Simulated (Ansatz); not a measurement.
`BCCB`, relaxed with RKS PBE-D4/def2-SVP in Ansatz from a rough embedded geometry. The force threshold is 0.03 eV/Å; the program also tests the step.

The species carries charge 0 and has multiplicity 1.

Start:

```xyz
12

B     0.328    0.173   -1.906
C    -0.111   -0.507   -0.585
C     0.091    0.448    0.553
B    -0.280   -0.134    1.987
H     1.193   -0.346   -2.612
H    -0.218    1.135   -2.372
H     0.516   -1.398   -0.414
H    -1.146   -0.766   -0.649
H    -0.535    1.429    0.405
H     1.155    0.783    0.643
H     0.194   -1.148    2.342
H    -1.188    0.332    2.610
```

By how much does the energy fall, and how many steps does the optimiser take? (Best estimate.)

Computed: 17.50 kcal/mol, in 36 steps, 2 of them rejected.

Which bonds change most? (An estimate is asked.)

Computed: C2–C3 from 1.499 to 1.579 Å; C3–H9 from 1.174 to 1.099 Å; B4–H11 from 1.174 to 1.216 Å; C3–B4 from 1.592 to 1.553 Å.

Give the relaxed structure. (An estimate is asked.)

Ansatz gave: 
```xyz
12

B     0.506    0.083   -1.400
C    -0.477   -0.584   -0.400
C    -0.132    0.783    0.312
B    -0.016   -0.244    1.471
H     1.692   -0.174   -1.319
H     0.065    0.761   -2.306
H    -0.062   -1.479    0.146
H    -1.556   -0.678   -0.589
H    -0.959    1.502    0.226
H     0.849    1.221   -0.033
H     1.071   -0.732    1.718
H    -0.982   -0.460    2.174
```
